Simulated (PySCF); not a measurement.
## Ionisation energy of Nb²⁺ by level of theory

Nb²⁺ [Kr] 4d3 [4d3/2^3, M_J = 3/2] → Nb³⁺ [Kr] 4d2 [4d3/2^2, M_J = 2], as a difference of total energies. All numbers are calculated (PySCF 2.14, the two-component X2C-1e Hamiltonian, in x2c-TZVPPall-2c (8s9p7d2f1g, 93 functions)). Correlated levels: [Ar] 3d10 frozen; the 6 highest virtual spinors dropped. "Screened" scales the spin-orbit matrix elements by Boettger's factors to mimic the two-electron term; Breit and QED terms are absent.

```json
{"method": "GHF (spin-free)", "ionisation energy (eV)": "24.258", "difference from reference (eV)": "-0.782"}
{"method": "GMP2 (spin-free)", "ionisation energy (eV)": "24.992", "difference from reference (eV)": "-0.048"}
{"method": "GHF (screened spin-orbit)", "ionisation energy (eV)": "24.223", "difference from reference (eV)": "-0.817"}
{"method": "GMP2 (screened spin-orbit)", "ionisation energy (eV)": "24.959", "difference from reference (eV)": "-0.081"}
```

Reference: 25.04 eV (semi-empirical (NIST evaluation); NIST Atomic Spectra Database, ionization energies).

The spin-free rows relax to the high-spin LS determinant and lack the spin-orbit shift.

Errors of the correlated levels include the incompleteness of this basis and the frozen core.

The labels give the starting determinants; with spin-orbit coupling the two ends relaxed to ⟨J²⟩ = 6.50, ⟨L²⟩ = 11.99, ⟨S²⟩ = 3.75 and ⟨J²⟩ = 7.23, ⟨L²⟩ = 11.91, ⟨S²⟩ = 1.97.

The determinant of Nb²⁺ and of Nb³⁺ mixes levels of different J (the jj label is only the starting occupation), so the difference between spin-free and spin-orbit rows is not the physical spin-orbit shift.
